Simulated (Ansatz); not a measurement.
SeS₂, relaxed as a singlet with RKS PBE0-D4/def2-TZVP in Ansatz, starting from the GFN2-xTB geometry. Force threshold 0.02 eV/Å.

The structure comes from a short search, and lower isomers may exist.

Start:

```xyz
3

S     0.803   -1.509   -0.054
S    -0.664   -0.257    0.037
Se   -0.139    1.767    0.016
```

**Question.** Estimate the energy that the relaxation releases and the steps that it takes.

**Answer.** 0.5 kcal/mol, in 4 steps; 3.9 s on 4 threads of Arm Neoverse V1 on a shared host. No frequencies were taken in this run, so the end may be a saddle point.

**Question.** Does the start keep its bonding and symmetry?

**Answer.** By distances, no bond broke or formed. The bond that changes most is S2–Se3, from 2.09 to 2.06 Å (atoms count from 1). Point group Cs at the start, Cs at the end, both within 0.05 Å.

**Question.** Predict the relaxed structure.

**Answer.** 
```xyz
3

S     0.7877   -1.5111   -0.0530
S    -0.6361   -0.2468    0.0359
Se   -0.1517    1.7579    0.0171
```
Bond lengths: 1 × S–S 1.91 Å; 1 × S–Se 2.06 Å.
